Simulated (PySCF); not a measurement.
PBE on Cr- (chromium, charge -1), [Ar] 3d5 4s2, high-spin 6S determinant. All numbers are calculated (PySCF 2.14, scalar relativity by spin-free X2C-1e, in aug-cc-pwCVTZ-DK (10s9p7d4f3g, 127 functions)).

```
cycle= 1 E= -1050.56073857785  delta_E= -0.0139  |g|= 0.262  |ddm|= 1.83
cycle= 2 E= -1050.43795655792  delta_E= 0.123  |g|= 0.715  |ddm|= 1.22
cycle= 3 E= -1050.58159353064  delta_E= -0.144  |g|= 0.0644  |ddm|= 0.941
cycle= 4 E= -1050.58308391441  delta_E= -0.00149  |g|= 0.0146  |ddm|= 0.108
cycle= 5 E= -1050.58319754017  delta_E= -0.000114  |g|= 0.00466  |ddm|= 0.0657
cycle= 6 E= -1050.58321309645  delta_E= -1.56e-05  |g|= 0.000131  |ddm|= 0.0133
cycle= 7 E= -1050.58321313859  delta_E= -4.21e-08  |g|= 1.63e-05  |ddm|= 0.00346
cycle= 8 E= -1050.58321313872  delta_E= -1.25e-10  |g|= 1.31e-06  |ddm|= 9e-05
converged SCF energy = -1050.58321313872  <S^2> = 8.8370035  2S+1 = 6.0289314
```

Highest occupied orbital energy: 1.313 eV; ⟨L²⟩ = 0.00; populations by l: s 8.00, p 12.00, d 5.00, f 0.00.

Problem. Can this result be used?

Solution. With care. Self-consistency was reached. ⟨S²⟩ = 8.84 against 8.75 shows spin contamination. At PBE the highest occupied level has a positive energy, so only the finite basis holds that electron; in a semilocal or global hybrid functional this comes from self-interaction and does not mean that the real anion is unbound.
